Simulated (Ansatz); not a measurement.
Ansatz (a quantum-chemistry and plane-wave program) input (PBE/LANL2DZ): The .json file is the Basis Set Exchange's LANL2DZ.

Ansatz 0.2 input:
```yaml
crystal:
  periodic: [false, false, false]
  atoms:
    - {symbol: C, position_ang: [0.00000000, 0.00000000, 0.00000000]}
    - {symbol: H, position_ang: [0.53559500, 0.93585800, 0.03753700]}
    - {symbol: H, position_ang: [-1.07887000, -0.00405600, -0.01111700]}
    - {symbol: H, position_ang: [0.54327500, -0.93180200, -0.02641900]}
basis:
  gaussian:
    orbitals: LANL2DZ.json
hamiltonian:
  xc: {name: PBE}
magnetization: {spin_polarized: true, initial_magnetization: 1}
output: {forces: true}
```

Output:

```
Functional definition: PBE
integrals: 0.00 GiB planned
183 factors; integrals over basis functions are off by at most 6.6e-4 eV
mean field: 0.05 GiB planned
mean field evaluation 1: about -1079.1671 eV, gradient 2.2e1 eV
mean field evaluation 2: about -1077.4078 eV, gradient 2.8e1 eV
mean field evaluation 4: about -1082.1852 eV, gradient 2.5e-1 eV
mean field evaluation 8: about -1082.1475 eV, gradient 4.5e-4 eV
mean field -1082.14750741 eV, -39.7681873915 hartree, gradient 1.7e-5 eV, S^2 0.752797; 0 other end points of the search recorded, 0 dependent functions left out
the calculation of the forces begins
reference -1082.14752807 eV, -39.7681881506 hartree; 5, 4 occupied and 10, 11 virtual orbitals, 183 factors
Total energy: -1082.14752807 eV, -39.7681881506 hartree
Atom 0 at     0.000000     0.000000     0.000000 Å, force    -0.000004    -0.000007    -0.000000 eV/Å
Atom 1 at     0.535595     0.935858     0.037537 Å, force     0.261541     0.456996     0.018330 eV/Å
Atom 2 at    -1.078870    -0.004056    -0.011117 Å, force    -0.526839    -0.001972    -0.005429 eV/Å
Atom 3 at     0.543275    -0.931802    -0.026419 Å, force     0.265302    -0.455017    -0.012901 eV/Å
Dipole moment:     0.000000     0.000000     0.000000 e Å
```

The geometry given is a B3LYP-D3(BJ)/def2-TZVP minimum.
